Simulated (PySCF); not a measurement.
Electric field gradients and quadrupole coupling constants

Compound: C4H10F2SSi.
Geometry (GFN2-xTB, Å), atoms numbered from 1 in this order:
```xyz
18
C4H10F2SSi angstrom
C     -0.035   -0.016   -1.307
C     -0.413    0.078    0.161
C     -0.776   -1.285    0.727
Si    -1.828    1.358    0.432
S      0.986    0.786    1.149
C      2.491   -0.038    0.544
F      2.381   -1.379    0.474
F      2.852    0.374   -0.690
H     -0.918   -0.280   -1.888
H      0.717   -0.785   -1.480
H      0.347    0.934   -1.678
H      0.025   -2.007    0.577
H     -0.982   -1.215    1.793
H     -1.669   -1.660    0.228
H     -2.110    1.438    1.862
H     -1.393    2.645   -0.100
H     -2.982    0.840   -0.306
H      3.298    0.216    1.244
```

Field gradients from the PBE0/pcSseg-1 density (PySCF, non-relativistic), principal values in atomic units, ordered |Vxx| ≤ |Vyy| ≤ |Vzz|:

```json
{"atom": "S5", "Vxx": "0.3817", "Vyy": "2.5088", "Vzz": "-2.8905"}
```

**Question.** Find the asymmetry η = (Vxx − Vyy)/Vzz and the couplings χ = eQV/h (234.96 MHz × Q in barn × V in au), with Q(33S) = −0.0678 b.

**Answer.** 
| atom | environment | nucleus | η | χzz (MHz) | χxx (MHz) | χyy (MHz) |
| --- | --- | --- | --- | --- | --- | --- |
| S5 | sulfide sulfur | 33S | 0.74 | 46.05 | -6.08 | -39.97 |

The tensor is traceless: Vxx + Vyy + Vzz = 0.

**Question.** What is Vzz at S5 in SI units (1 au = 9.71736 × 10²¹ V/m²)?

**Answer.** -2.8905 au = -28.088 × 10²¹ V/m².

Were the hydrogens deuterons (Q(2H) = 0.00286 b), χzz would run from 109 kHz (H17) to 210 kHz (H14, H13 and H9).

One conformer (not necessarily the lowest) at the GFN2-xTB geometry, without solvent, vibrations or thermal averaging. GFN2-xTB bond lengths can be off by several hundredths of an ångström, more for odd bonds, and the gradients follow them. A larger basis could move these couplings by a tenth or more.
